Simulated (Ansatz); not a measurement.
Ansatz results at the PBE0-D4/def2-TZVP geometry: zero-point energy (PBE0-D4/def2-TZVP) 302.8 kJ/mol; size of the dipole moment (ωB97M-V/def2-TZVPP) 2.68 D; size of the dipole moment (PBE/def2-TZVPP) 2.75 D.

Each molecule was computed in one conformer, which needn't be the lowest.

Which molecule gave them?
A. `N#[C][Ge]([F])([F])[F]`
B. `CC[N](C)[Ge]([Cl])([Cl])[Cl]`
C. `[OH][Ge]([F])([F])[F]`
D. `[OH][Ge]([GeH3])([GeH3])[GeH3]`

B. The others give `[OH][Ge]([GeH3])([GeH3])[GeH3]`: 220.0, 1.06, 0.93; `[OH][Ge]([F])([F])[F]`: 55.0, 2.22, 2.16; `N#[C][Ge]([F])([F])[F]`: 41.0, 0.84, 0.86.
